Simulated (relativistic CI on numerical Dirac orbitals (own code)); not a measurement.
**Crystal-field levels of Pd3+, 4d7**

Calculated by Dirac-Coulomb-Breit CI, orbitals from a KLI potential per configuration, QED by a radiative potential, valence Slater integrals scaled by 0.75, one configuration in a parametric crystal field (own radial code).

Field parameters in Wybourne normalisation: Td as Oh with Dq negative (B⁴₀ = 21Dq, B⁴₄ = √(5/14) B⁴₀). The field is a parameter set, without covalency.

S is read from ⟨S²⟩ = S(S + 1).

Levels (cm⁻¹, degeneracy): 0 (4), 7890 (4), 8766 (2), 9659 (4), 10177 (2), 12875 (2), 13870 (4), 14747 (4), 15123 (2), 15450 (2), 15678 (4), 16733 (4).

Q: Which field gives this pattern?
A. Td, 10Dq = -11150 cm⁻¹
B. Td, 10Dq = -4800 cm⁻¹
C. Td, 10Dq = -6900 cm⁻¹
D. Td, 10Dq = -9050 cm⁻¹

A: D. Td, 10Dq = -9050 cm⁻¹, ground level with S = 1.49.
